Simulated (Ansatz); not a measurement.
`[SiH3]B[CH2][InH2]` + H₂ → `[InH3]` + `CB[SiH3]` at 600 K and 1 bar (hydrogenolysis of the In–C bond).

Calculated with Ansatz (gas phase, PBE0-D4/def2-TZVP geometries, no zero-point term in ΔE). CCSD(T)/CBS is the MP2 limit (def2-TZVPP, def2-QZVPP) plus CCSD(T) − MP2 in def2-TZVPP, frozen cores. This one scheme is used for every species. def2 core potentials past Kr. For In outer-core shells are correlated without core-valence functions, which leaves a few kJ/mol of doubt a bond. Each species was taken in one conformer, which may not be the lowest.

```json
{"species": "`[SiH3]B[CH2][InH2]`", "CCSD(T)/CBS energy (Eh)": "-546.51356", "H − E (kJ/mol)": "271.0", "S (J/(mol·K))": "473.5"}
{"species": "H₂", "CCSD(T)/CBS energy (Eh)": "-1.17544", "H − E (kJ/mol)": "43.9", "S (J/(mol·K))": "150.8"}
{"species": "`[InH3]`", "CCSD(T)/CBS energy (Eh)": "-191.56739", "H − E (kJ/mol)": "71.1", "S (J/(mol·K))": "266.1"}
{"species": "`CB[SiH3]`", "CCSD(T)/CBS energy (Eh)": "-356.10570", "H − E (kJ/mol)": "243.9", "S (J/(mol·K))": "396.6"}
```

H − E and S are ideal-gas, rigid-rotor, harmonic terms from PBE0-D4/def2-TZVP, for one conformer and one mirror image of each species. The MP2-based limit puts H₂ 0.8 mEh under its directly extrapolated value; such offsets cancel only in part. 1 Eh = 2625.50 kJ/mol, R = 8.31446 J/(mol·K).

Question: By hand: ΔE, ΔH, ΔS and ΔG.

Answer: ΔE = (-191.56739) + (-356.10570) − (-546.51356) − (-1.17544) = 0.01591 Eh = 41.8 kJ/mol. Δ(H − E) = 71.1 + 243.9 − 271.0 − 43.9 = 0.1, so ΔH = 41.9 kJ/mol. ΔS = 266.1 + 396.6 − 473.5 − 150.8 = 38.4 J/(mol·K). ΔG = 41.9 − 600 × (38.4)/1000 = 18.9 kJ/mol.

Question: By hand: the equilibrium constant, and the temperature at which ΔG would vanish if ΔH and ΔS stayed fixed.

Answer: log₁₀ K = −ΔG/(RT ln 10) = -1.6. ΔG = 0 at ΔH/ΔS = 1091 K.

TΔS isn't small against ΔH here. A doubt of 5 kJ/mol in ΔE shifts log₁₀ K by 0.4 here. Other conformers and mirror images would add mixing entropy, several J/(mol·K) or more a flexible species. Modes under 60 cm⁻¹, often nearly free rotors, make the harmonic entropy too high. These are equilibria of isolated gas molecules and say nothing of rates. Largest T1 diagnostic: 0.014 (customary marks: 0.02 for closed shells, 0.045 for open ones).
